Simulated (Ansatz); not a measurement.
`[OH][Hf]([F])([Cl])[SeH]`, charge 0, multiplicity 1.

Q: Give a relaxed structure at PBE0-D4/def2-TZVP (the Gaussian-basis code of Ansatz). (Estimate.)

A: Computed: 
Cartesian coordinates in Å:
```
O -0.370 1.487 0.207
Hf -0.096 -0.209 -0.582
F -1.581 -0.763 -1.620
Cl 1.798 -0.152 -1.969
Se 0.199 -1.926 1.325
H -0.584 2.384 0.446
H 0.635 -0.821 2.194
```
